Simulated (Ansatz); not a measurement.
Born–Oppenheimer molecular dynamics of CH7ClGaN (11 atoms, charge 0, multiplicity 1). It starts at the highest image of a converged band, a first-order saddle point between two minima.

All numbers below come from RKS PBE0/def2-SVP in Ansatz.

```
ensemble                      : NVE (velocity Verlet)
time step                     : 0.5 fs
steps asked                   : 200
starting velocities drawn for : 100 K
seed                          : 8916
```

Frames 0.5 fs apart, positions in Å.

Velocities at 30 fs (Å/ps):

```
Ga -0.37 0.67 1.29
Cl 0.53 0.55 -0.56
C 0.94 -0.10 -1.37
N -3.02 -3.18 -2.28
H 24.81 -16.05 -11.29
H 7.52 2.44 5.64
H -8.72 -4.35 -3.24
H 5.68 -2.27 -5.26
H -11.30 -0.63 -2.94
H 9.87 1.94 0.46
H 10.04 -1.55 -5.08
```

```xyz
11
Properties=species:S:1:pos:R:3 time_fs=30 energy_less_start_eV=0.002 T=98
Ga 0.174 -0.100 0.167
Cl -2.032 -1.099 1.131
C -0.266 0.364 -1.689
N 1.162 0.751 1.412
H -0.473 -1.805 0.717
H 0.355 -1.879 0.419
H 0.574 0.145 -2.360
H -0.505 1.428 -1.777
H -1.133 -0.176 -2.003
H 1.101 0.443 2.378
H 1.030 1.758 1.391
11
Properties=species:S:1:pos:R:3 time_fs=30.5 energy_less_start_eV=-0.005 T=105
Ga 0.174 -0.099 0.168
Cl -2.032 -1.099 1.130
C -0.265 0.364 -1.689
N 1.160 0.750 1.411
H -0.461 -1.813 0.711
H 0.359 -1.877 0.422
H 0.569 0.143 -2.361
H -0.502 1.427 -1.780
H -1.139 -0.177 -2.005
H 1.105 0.444 2.378
H 1.035 1.758 1.388
11
Properties=species:S:1:pos:R:3 time_fs=31 energy_less_start_eV=-0.013 T=111
Ga 0.174 -0.099 0.169
Cl -2.031 -1.099 1.130
C -0.265 0.364 -1.690
N 1.159 0.748 1.410
H -0.449 -1.822 0.706
H 0.365 -1.877 0.424
H 0.565 0.141 -2.363
H -0.499 1.427 -1.782
H -1.147 -0.180 -2.007
H 1.111 0.445 2.378
H 1.040 1.757 1.386
11
Properties=species:S:1:pos:R:3 time_fs=31.5 energy_less_start_eV=-0.019 T=116
Ga 0.174 -0.099 0.169
Cl -2.031 -1.098 1.130
C -0.264 0.364 -1.690
N 1.157 0.747 1.409
H -0.437 -1.830 0.700
H 0.373 -1.877 0.426
H 0.562 0.138 -2.366
H -0.495 1.428 -1.784
H -1.156 -0.183 -2.010
H 1.115 0.446 2.378
H 1.046 1.757 1.383
11
Properties=species:S:1:pos:R:3 time_fs=32 energy_less_start_eV=-0.023 T=120
Ga 0.173 -0.098 0.170
Cl -2.031 -1.098 1.129
C -0.263 0.364 -1.691
N 1.156 0.745 1.408
H -0.425 -1.839 0.695
H 0.382 -1.879 0.427
H 0.559 0.135 -2.369
H -0.492 1.429 -1.785
H -1.165 -0.187 -2.012
H 1.121 0.446 2.378
H 1.052 1.757 1.381
11
Properties=species:S:1:pos:R:3 time_fs=32.5 energy_less_start_eV=-0.027 T=123
Ga 0.173 -0.098 0.170
Cl -2.030 -1.097 1.129
C -0.262 0.364 -1.691
N 1.155 0.744 1.407
H -0.414 -1.847 0.690
H 0.393 -1.880 0.428
H 0.557 0.132 -2.372
H -0.489 1.431 -1.786
H -1.174 -0.191 -2.014
H 1.126 0.446 2.378
H 1.058 1.756 1.379
11
Properties=species:S:1:pos:R:3 time_fs=33 energy_less_start_eV=-0.031 T=127
Ga 0.172 -0.098 0.171
Cl -2.030 -1.097 1.129
C -0.262 0.364 -1.692
N 1.154 0.742 1.407
H -0.404 -1.855 0.685
H 0.406 -1.883 0.428
H 0.555 0.129 -2.377
H -0.486 1.434 -1.786
H -1.181 -0.194 -2.016
H 1.131 0.447 2.378
H 1.065 1.756 1.376
11
Properties=species:S:1:pos:R:3 time_fs=33.5 energy_less_start_eV=-0.035 T=131
Ga 0.172 -0.097 0.171
Cl -2.029 -1.097 1.128
C -0.261 0.363 -1.692
N 1.153 0.741 1.406
H -0.394 -1.864 0.681
H 0.420 -1.887 0.428
H 0.554 0.125 -2.381
H -0.482 1.437 -1.787
H -1.187 -0.197 -2.017
H 1.136 0.447 2.378
H 1.071 1.756 1.373
11
Properties=species:S:1:pos:R:3 time_fs=34 energy_less_start_eV=-0.042 T=137
Ga 0.171 -0.097 0.172
Cl -2.029 -1.096 1.128
C -0.261 0.363 -1.692
N 1.151 0.740 1.405
H -0.384 -1.872 0.676
H 0.435 -1.891 0.428
H 0.553 0.122 -2.386
H -0.478 1.440 -1.786
H -1.191 -0.199 -2.017
H 1.141 0.447 2.377
H 1.079 1.755 1.371
11
Properties=species:S:1:pos:R:3 time_fs=34.5 energy_less_start_eV=-0.051 T=144
Ga 0.170 -0.097 0.172
Cl -2.028 -1.095 1.127
C -0.261 0.362 -1.692
N 1.150 0.738 1.405
H -0.373 -1.880 0.672
H 0.452 -1.897 0.427
H 0.553 0.118 -2.391
H -0.475 1.443 -1.786
H -1.193 -0.200 -2.016
H 1.145 0.446 2.377
H 1.086 1.754 1.369
11
Properties=species:S:1:pos:R:3 time_fs=35 energy_less_start_eV=-0.062 T=154
Ga 0.170 -0.096 0.173
Cl -2.027 -1.095 1.127
C -0.261 0.361 -1.693
N 1.149 0.737 1.405
H -0.362 -1.888 0.667
H 0.468 -1.903 0.426
H 0.553 0.114 -2.396
H -0.471 1.445 -1.785
H -1.192 -0.199 -2.014
H 1.150 0.446 2.376
H 1.094 1.753 1.366
11
Properties=species:S:1:pos:R:3 time_fs=35.5 energy_less_start_eV=-0.075 T=165
Ga 0.169 -0.096 0.173
Cl -2.027 -1.094 1.127
C -0.261 0.360 -1.693
N 1.149 0.736 1.404
H -0.350 -1.896 0.663
H 0.485 -1.910 0.425
H 0.552 0.110 -2.400
H -0.467 1.447 -1.784
H -1.189 -0.197 -2.011
H 1.155 0.445 2.376
H 1.102 1.752 1.364
```

Of the whole run (100 fs, mean temperature of the second half 857 K): The conserved energy stayed within 0.078 meV per atom of its start (net change 0.039 meV per atom), so the integration is sound. The kinetic energy rose, since the run started high on the potential surface and went downhill. It ends in pieces (CH5ClGaN + H2), so much of that is their flight and rotation, not heat. A run of 0.1 ps of so small a system gives no equilibrium averages. The orbitals stay closed-shell, which can raise the energy where a bond breaks towards radicals; this wasn't checked here.

The run took 20 min on 2 threads of Intel(R) Xeon(R) Platinum 8259CL CPU @ 2.50GHz (Skylake/Cascade Lake) (shared host), peak memory 0.31 GiB.
